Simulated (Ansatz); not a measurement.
Born–Oppenheimer molecular dynamics of C₂H₁₀O₂Si₂ (16 atoms, charge 0, multiplicity 1). It starts from a relaxed structure.

These are results of RKS CAM-B3LYP/STO-3G in Ansatz 0.2.0, not measurements.

| Property | Result |
| --- | --- |
| ensemble | NVT, Langevin thermostat |
| time step | 1 fs |
| steps asked | 250 |
| set temperature | 100 K |
| friction | 0.001 /fs |
| temperature schedule | 62 steps to 100 K, then 188 steps to 300 K |
| seed | 695766 |

Frames 1 fs apart, positions in Å, forces in eV/Å.

Velocities at 100.0 fs (Å/ps):

```
Si -1.48 0.45 0.09
O -0.68 -0.59 -1.81
C 1.49 2.65 -1.16
H -9.49 -7.11 14.21
H -6.51 3.73 10.98
H -7.21 -12.01 8.64
O 1.51 -3.09 1.82
C 2.24 5.78 3.18
H 11.16 8.31 -5.45
H -6.61 4.53 -2.54
H 0.12 -4.09 -10.78
Si 0.23 -1.15 -1.38
H -1.18 1.92 3.82
H -10.45 -0.94 3.95
H 1.42 -12.16 -8.51
H -7.01 -4.18 -0.66
```

```xyz
16
Properties=species:S:1:pos:R:3:forces:R:3 time_fs=100.0 energy_less_start_eV=0.064 T=71
Si -0.032 0.029 -0.169 0.24 -0.19 0.04
O 0.212 -0.174 1.521 0.02 0.09 -0.29
C -1.002 -0.565 2.208 0.52 0.40 -0.12
H -1.349 -1.567 1.915 -0.22 -0.38 0.01
H -0.739 -0.568 3.275 -0.28 -0.15 0.28
H -1.834 0.144 2.052 -0.23 0.07 0.10
O 1.569 0.155 -0.758 -0.23 0.45 -0.10
C 2.354 -0.996 -0.381 0.19 -0.44 -0.03
H 1.905 -1.943 -0.752 0.10 -0.07 0.10
H 3.345 -0.893 -0.869 -0.07 -0.02 0.20
H 2.505 -1.104 0.722 -0.03 0.09 -0.33
Si -1.156 1.891 -0.771 -0.01 0.37 0.69
H -2.559 1.663 -0.483 0.27 0.24 -0.06
H -0.672 3.076 -0.055 -0.35 -0.60 -0.30
H -1.017 2.140 -2.170 0.00 0.01 -0.31
H -0.673 -1.172 -0.698 0.07 0.13 0.13
16
Properties=species:S:1:pos:R:3:forces:R:3 time_fs=101.0 energy_less_start_eV=0.059 T=74
Si -0.033 0.029 -0.169 0.26 -0.32 -0.06
O 0.212 -0.175 1.519 -0.05 0.08 -0.21
C -1.000 -0.563 2.206 0.37 -0.16 0.40
H -1.360 -1.576 1.929 0.01 -0.02 0.02
H -0.747 -0.565 3.288 -0.27 -0.12 -0.16
H -1.842 0.132 2.061 -0.25 0.25 -0.01
O 1.570 0.152 -0.756 -0.44 0.68 -0.11
C 2.356 -0.991 -0.377 0.08 -0.58 -0.51
H 1.916 -1.934 -0.758 0.01 -0.20 0.09
H 3.338 -0.888 -0.870 0.18 0.04 0.16
H 2.505 -1.107 0.710 0.05 0.08 0.21
Si -1.156 1.890 -0.773 -0.10 0.32 0.50
H -2.559 1.666 -0.479 0.28 0.21 -0.09
H -0.684 3.072 -0.052 -0.27 -0.51 -0.29
H -1.015 2.128 -2.180 -0.02 0.02 -0.12
H -0.680 -1.176 -0.698 0.14 0.24 0.17
16
Properties=species:S:1:pos:R:3:forces:R:3 time_fs=102.0 energy_less_start_eV=0.075 T=67
Si -0.035 0.030 -0.169 0.29 -0.40 -0.13
O 0.211 -0.175 1.517 -0.12 0.07 -0.11
C -0.998 -0.560 2.205 0.08 -0.63 0.81
H -1.371 -1.585 1.943 0.24 0.34 0.02
H -0.757 -0.564 3.299 -0.21 -0.07 -0.51
H -1.853 0.122 2.071 -0.17 0.33 -0.11
O 1.571 0.149 -0.754 -0.62 0.89 -0.13
C 2.358 -0.985 -0.375 0.01 -0.69 -0.89
H 1.927 -1.927 -0.763 -0.07 -0.33 0.07
H 3.333 -0.882 -0.870 0.38 0.10 0.12
H 2.505 -1.111 0.700 0.12 0.06 0.68
Si -1.155 1.889 -0.774 -0.15 0.17 0.20
H -2.557 1.672 -0.477 0.22 0.16 -0.10
H -0.699 3.064 -0.052 -0.14 -0.30 -0.21
H -1.014 2.115 -2.191 -0.04 0.02 0.10
H -0.684 -1.178 -0.696 0.17 0.29 0.18
16
Properties=species:S:1:pos:R:3:forces:R:3 time_fs=103.0 energy_less_start_eV=0.098 T=56
Si -0.036 0.030 -0.169 0.34 -0.41 -0.18
O 0.210 -0.176 1.515 -0.17 0.06 0.00
C -0.996 -0.558 2.205 -0.32 -0.89 1.02
H -1.379 -1.591 1.957 0.41 0.57 -0.02
H -0.768 -0.564 3.305 -0.09 -0.02 -0.65
H -1.865 0.116 2.079 0.02 0.31 -0.19
O 1.572 0.147 -0.753 -0.77 1.04 -0.14
C 2.360 -0.981 -0.373 0.01 -0.80 -1.04
H 1.938 -1.921 -0.766 -0.12 -0.39 0.06
H 3.333 -0.876 -0.869 0.48 0.13 0.12
H 2.506 -1.114 0.697 0.15 0.07 0.88
Si -1.155 1.888 -0.775 -0.17 -0.05 -0.15
H -2.552 1.679 -0.476 0.09 0.10 -0.09
H -0.715 3.052 -0.053 0.02 -0.01 -0.08
H -1.014 2.103 -2.201 -0.05 0.03 0.29
H -0.686 -1.178 -0.693 0.17 0.28 0.16
16
Properties=species:S:1:pos:R:3:forces:R:3 time_fs=104.0 energy_less_start_eV=0.113 T=49
Si -0.037 0.030 -0.169 0.40 -0.37 -0.18
O 0.210 -0.177 1.512 -0.21 0.05 0.12
C -0.994 -0.556 2.206 -0.76 -0.89 1.00
H -1.384 -1.593 1.971 0.49 0.62 -0.11
H -0.781 -0.565 3.306 0.07 0.04 -0.54
H -1.877 0.112 2.086 0.27 0.21 -0.23
O 1.572 0.146 -0.751 -0.85 1.14 -0.16
C 2.363 -0.977 -0.372 0.15 -0.94 -0.88
H 1.946 -1.919 -0.770 -0.12 -0.39 0.07
H 3.337 -0.869 -0.867 0.42 0.14 0.16
H 2.507 -1.116 0.702 0.13 0.10 0.68
Si -1.155 1.887 -0.776 -0.20 -0.29 -0.46
H -2.547 1.688 -0.475 -0.05 0.03 -0.08
H -0.730 3.041 -0.055 0.19 0.30 0.07
H -1.014 2.090 -2.209 -0.05 0.05 0.43
H -0.687 -1.175 -0.688 0.13 0.21 0.11
16
Properties=species:S:1:pos:R:3:forces:R:3 time_fs=105.0 energy_less_start_eV=0.122 T=47
Si -0.038 0.030 -0.169 0.46 -0.30 -0.15
O 0.209 -0.177 1.510 -0.22 0.05 0.25
C -0.993 -0.555 2.207 -1.09 -0.68 0.78
H -1.383 -1.589 1.983 0.46 0.46 -0.22
H -0.792 -0.565 3.301 0.24 0.09 -0.24
H -1.886 0.110 2.090 0.49 0.10 -0.26
O 1.572 0.145 -0.750 -0.86 1.16 -0.17
C 2.365 -0.974 -0.372 0.35 -1.08 -0.49
H 1.954 -1.920 -0.773 -0.08 -0.30 0.10
H 3.347 -0.860 -0.863 0.24 0.12 0.24
H 2.509 -1.117 0.714 0.06 0.16 0.19
Si -1.154 1.886 -0.777 -0.21 -0.48 -0.64
H -2.542 1.697 -0.475 -0.18 -0.03 -0.07
H -0.745 3.032 -0.055 0.32 0.54 0.17
H -1.015 2.077 -2.213 -0.04 0.09 0.47
H -0.685 -1.171 -0.682 0.06 0.09 0.04
16
Properties=species:S:1:pos:R:3:forces:R:3 time_fs=106.0 energy_less_start_eV=0.130 T=43
Si -0.039 0.030 -0.169 0.52 -0.20 -0.10
O 0.208 -0.178 1.508 -0.22 0.06 0.37
C -0.992 -0.555 2.209 -1.21 -0.31 0.44
H -1.379 -1.580 1.994 0.33 0.12 -0.35
H -0.802 -0.564 3.294 0.40 0.14 0.17
H -1.891 0.110 2.091 0.60 0.04 -0.27
O 1.571 0.145 -0.750 -0.81 1.11 -0.18
C 2.369 -0.972 -0.373 0.50 -1.19 -0.09
H 1.959 -1.924 -0.776 0.01 -0.14 0.15
H 3.358 -0.851 -0.858 0.02 0.08 0.30
H 2.511 -1.117 0.727 -0.02 0.21 -0.32
Si -1.154 1.884 -0.779 -0.21 -0.56 -0.61
H -2.539 1.706 -0.476 -0.29 -0.09 -0.06
H -0.756 3.028 -0.054 0.41 0.65 0.20
H -1.017 2.066 -2.213 -0.02 0.13 0.38
H -0.684 -1.166 -0.676 -0.01 -0.05 -0.03
16
Properties=species:S:1:pos:R:3:forces:R:3 time_fs=107.0 energy_less_start_eV=0.136 T=42
Si -0.040 0.030 -0.169 0.56 -0.12 -0.03
O 0.207 -0.179 1.505 -0.20 0.06 0.49
C -0.993 -0.554 2.212 -1.07 0.07 0.13
H -1.370 -1.570 2.001 0.15 -0.30 -0.46
H -0.809 -0.562 3.289 0.51 0.17 0.52
H -1.889 0.110 2.090 0.55 0.05 -0.27
O 1.569 0.145 -0.749 -0.71 1.02 -0.19
C 2.372 -0.971 -0.373 0.57 -1.22 0.20
H 1.964 -1.929 -0.777 0.10 0.04 0.20
H 3.370 -0.840 -0.850 -0.16 0.03 0.32
H 2.513 -1.114 0.737 -0.08 0.23 -0.68
Si -1.154 1.882 -0.780 -0.21 -0.46 -0.36
H -2.538 1.714 -0.477 -0.33 -0.14 -0.06
H -0.764 3.030 -0.050 0.41 0.57 0.12
H -1.019 2.055 -2.208 0.01 0.19 0.19
H -0.683 -1.162 -0.670 -0.09 -0.18 -0.11
16
Properties=species:S:1:pos:R:3:forces:R:3 time_fs=108.0 energy_less_start_eV=0.131 T=46
Si -0.041 0.030 -0.169 0.57 -0.07 0.02
O 0.206 -0.179 1.503 -0.17 0.07 0.59
C -0.994 -0.554 2.215 -0.71 0.32 0.00
H -1.361 -1.563 2.004 -0.03 -0.65 -0.50
H -0.811 -0.558 3.289 0.52 0.18 0.62
H -1.881 0.110 2.085 0.34 0.14 -0.26
O 1.567 0.146 -0.748 -0.56 0.89 -0.21
C 2.376 -0.972 -0.374 0.52 -1.10 0.34
H 1.970 -1.934 -0.776 0.18 0.15 0.20
H 3.381 -0.829 -0.838 -0.28 -0.02 0.28
H 2.515 -1.109 0.741 -0.12 0.21 -0.77
Si -1.153 1.880 -0.782 -0.23 -0.22 0.06
H -2.540 1.721 -0.479 -0.30 -0.17 -0.07
H -0.767 3.037 -0.045 0.36 0.33 -0.04
H -1.021 2.048 -2.201 0.04 0.23 -0.07
H -0.683 -1.159 -0.665 -0.14 -0.28 -0.17
16
Properties=species:S:1:pos:R:3:forces:R:3 time_fs=109.0 energy_less_start_eV=0.113 T=56
Si -0.041 0.030 -0.169 0.55 -0.10 0.04
O 0.205 -0.180 1.502 -0.13 0.08 0.67
C -0.996 -0.553 2.217 -0.22 0.31 0.08
H -1.351 -1.561 2.001 -0.15 -0.76 -0.46
H -0.807 -0.551 3.295 0.44 0.16 0.42
H -1.870 0.111 2.078 0.02 0.28 -0.25
O 1.565 0.148 -0.748 -0.40 0.73 -0.24
C 2.381 -0.972 -0.374 0.38 -0.84 0.31
H 1.978 -1.938 -0.773 0.21 0.17 0.15
H 3.389 -0.819 -0.824 -0.30 -0.06 0.18
H 2.515 -1.101 0.737 -0.12 0.15 -0.60
Si -1.153 1.878 -0.784 -0.27 0.08 0.53
H -2.545 1.726 -0.481 -0.20 -0.18 -0.09
H -0.766 3.048 -0.041 0.27 0.02 -0.24
H -1.021 2.042 -2.193 0.07 0.27 -0.34
H -0.684 -1.158 -0.663 -0.16 -0.30 -0.19
16
Properties=species:S:1:pos:R:3:forces:R:3 time_fs=110.0 energy_less_start_eV=0.094 T=63
Si -0.041 0.029 -0.169 0.48 -0.21 0.02
O 0.203 -0.181 1.500 -0.08 0.08 0.74
C -0.998 -0.552 2.220 0.23 0.02 0.24
H -1.343 -1.567 1.994 -0.16 -0.55 -0.31
H -0.799 -0.543 3.305 0.29 0.11 0.04
H -1.858 0.114 2.069 -0.29 0.40 -0.21
O 1.563 0.149 -0.747 -0.22 0.55 -0.26
C 2.386 -0.974 -0.375 0.14 -0.46 0.14
H 1.988 -1.939 -0.768 0.19 0.09 0.06
H 3.395 -0.809 -0.809 -0.22 -0.08 0.04
H 2.515 -1.093 0.726 -0.09 0.06 -0.19
Si -1.153 1.876 -0.786 -0.33 0.38 0.89
H -2.550 1.729 -0.484 -0.08 -0.17 -0.11
H -0.763 3.059 -0.038 0.18 -0.27 -0.41
H -1.021 2.038 -2.189 0.09 0.29 -0.51
H -0.687 -1.161 -0.662 -0.12 -0.24 -0.17
16
Properties=species:S:1:pos:R:3:forces:R:3 time_fs=111.0 energy_less_start_eV=0.089 T=66
Si -0.042 0.029 -0.168 0.39 -0.36 -0.02
O 0.201 -0.181 1.500 -0.03 0.09 0.77
C -1.000 -0.550 2.223 0.48 -0.34 0.30
H -1.336 -1.577 1.984 -0.12 -0.13 -0.09
H -0.788 -0.534 3.316 0.11 0.05 -0.33
H -1.849 0.121 2.057 -0.45 0.39 -0.13
O 1.561 0.151 -0.748 -0.05 0.37 -0.29
C 2.391 -0.976 -0.375 -0.15 -0.04 -0.10
H 2.001 -1.940 -0.762 0.13 -0.04 -0.06
H 3.399 -0.801 -0.794 -0.05 -0.08 -0.12
H 2.512 -1.084 0.714 -0.05 -0.03 0.35
Si -1.153 1.874 -0.788 -0.38 0.60 1.02
H -2.555 1.731 -0.487 0.04 -0.16 -0.13
H -0.759 3.067 -0.040 0.10 -0.48 -0.52
H -1.020 2.038 -2.190 0.09 0.28 -0.53
H -0.691 -1.166 -0.662 -0.06 -0.12 -0.12
```

Of the whole run (250 fs, mean temperature of the second half 68 K): The schedule's set-point averaged 234 K over the second half and the system 68 K, so it lags behind the ramp. A run of 0.25 ps of so small a system gives no equilibrium averages. Limits of this set-up: minimal basis.

The run took 20 min on 1 thread of Arm Neoverse V1 (shared host), peak memory 0.15 GiB.
